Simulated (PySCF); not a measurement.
Relaxation of doublet GaSe₂

Method: UPBE0/[Ga def2-SVP, Se def2-SVP], no relativity, density fitting, PySCF. A (50,194) grid was used.

A hand-made end-on start, of Cs symmetry, held to at least that symmetry:

Coordinates in bohr (charge 0 multiplicity 2):
```
Ga   -1.3440    0.0000   -4.0363
Se   -1.3440    0.0000    0.6351
Se    2.5031    0.0000    2.8461
```

Optimiser trace:
```csv
step,E − E(last) (kJ/mol),largest gradient (Eh/bohr)
0,88.36,0.01605
1,78.92,0.00869
2,60.60,0.00915
3,34.96,0.02125
4,13.48,0.02760
5,0.25,0.00217
6,0.56,0.00572
7,0.21,0.00267
8,0.20,0.00244
9,0.03,0.00071
10,0.00,0.00041
11,0.00,0.00009
```

It ends at C2v with Ga–Se 2.631 Å (×2), Se–Se 2.273 Å; Ga–Se–Se 64.4° (×2), Se–Ga–Se 51.2° (after a last refinement on a finer grid). A frequency run shows a minimum. Other isomers or separated fragments may lie lower.

The relaxation took 74 s on 2 threads of a shared Arm Neoverse V1 host, with 96 basis functions and 14 gradients; the process peaked at 0.64 GiB. Launch command: `OMP_NUM_THREADS=2 python axn.py task.json out`.
